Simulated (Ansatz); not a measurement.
`[OH][Zn][SH]`, relaxed with RKS PBE-D4/def2-SVP in Ansatz from a rough embedded geometry. The force threshold is 0.03 eV/Å; the program also tests the step.

Total charge 0; spin multiplicity 1.

Start:

```xyz
5

O     0.416    0.767   -1.261
Zn    0.468    0.706    0.101
S    -0.105   -0.248    1.794
H    -0.076   -0.017   -1.556
H    -0.702   -1.208    0.922
```

```tsv
step	energy (eV)	largest force (eV/Å)	largest move (Å)
1	-61304.3288	26.830	0.000
2	-61308.2602	8.661	0.193
3	-61309.2731	2.936	0.195
4	-61309.5557	0.525	0.191
5	-61309.6191	0.460	0.200
6	-61309.6385	0.465	0.196
7	-61309.6456	0.305	0.059
8	-61309.6558	0.077	0.087
9 (rejected)	-61309.5075	2.841	0.198
10	-61309.6638	0.198	0.099
11	-61309.6728	0.097	0.100
12	-61309.6776	0.047	0.112
13	-61309.6783	0.009	0.026
```

End:

```xyz
5

O     0.742    0.579   -1.652
Zn    0.175    0.255    0.009
S    -0.375   -0.155    2.072
H    -0.003    0.805   -2.241
H    -0.539   -1.484    1.811
```

Hardware: 2 threads of an AMD EPYC 7R13 on a shared host. Wall time 15 s, peak host memory 0.16 GiB.
